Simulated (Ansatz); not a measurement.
**How methods differ on BH2Br (SMILES BBr)**

BH2Br has 4 atoms, charge 0, and is taken as a singlet. SMILES: `BBr`. The coordinates come from a PBE0-D4/def2-TZVP relaxation.

| atom | x (Å) | y (Å) | z (Å) |
| --- | --- | --- | --- |
| B | -0.1539 | 0.0250 | -0.0969 |
| Br | 1.4701 | -0.3634 | 0.7908 |
| H | -1.1112 | -0.6173 | 0.1917 |
| H | -0.1495 | 0.8954 | -0.9059 |

Quantity: the vertical energy of the triplet above the singlet, in eV. The values are calculated.

| level | kind | program | value (eV) | less FCI/STO-3G | CPU time (all runs) |
| --- | --- | --- | --- | --- | --- |
| HF/STO-3G | Hartree–Fock | Ansatz | 5.16 | -0.24 | 0.45 s |
| SVWN5/STO-3G | LDA | Ansatz | 4.82 | -0.58 | 1.5 s |
| BLYP/STO-3G | GGA | Ansatz | 4.80 | -0.60 | 2.6 s |
| PBE0/STO-3G | global hybrid | Ansatz | 4.99 | -0.41 | 2.8 s |
| wB97M-V/STO-3G | range-separated hybrid | Ansatz | 5.36 | -0.04 | 35 s |
| B2PLYP/STO-3G | double hybrid | Ansatz | 5.26 | -0.14 | 3.6 s |
| RPA@PBE/STO-3G | RPA | Ansatz | 5.20 | -0.20 | 3.3 s |
| CCSDT(Q)/STO-3G | coupled cluster or CI | Ansatz | 5.40 | 0.00 | 2 s |
| CCSDT/STO-3G | coupled cluster or CI | Ansatz | 5.41 | +0.01 | 1.4 s |
| FCI/STO-3G | exact in the basis | Ansatz | 5.40 | 0.00 | 13 s |

FCI/STO-3G is exact within its basis and frozen core, so for wave-function methods in that basis the difference is their error; functionals converge differently with the basis, so for them it is only a difference. All-electron rows without a relativistic Hamiltonian named are non-relativistic. Spin-orbit coupling, which can split open shells on such heavy atoms by tenths of an eV, is left out. The values span 4.80 to 5.41 eV. A triplet this far above the singlet is often a Rydberg-like or dissociative state; sets without diffuse functions put Rydberg states too high. All rows use very small basis sets, so none should be taken for the real molecule's value. In the correlated wave-function rows the outer d shell of Br is correlated, in sets not made for it. Times are those of the runs behind each value, whatever else they computed, on shared processors of several kinds: orders of magnitude only.
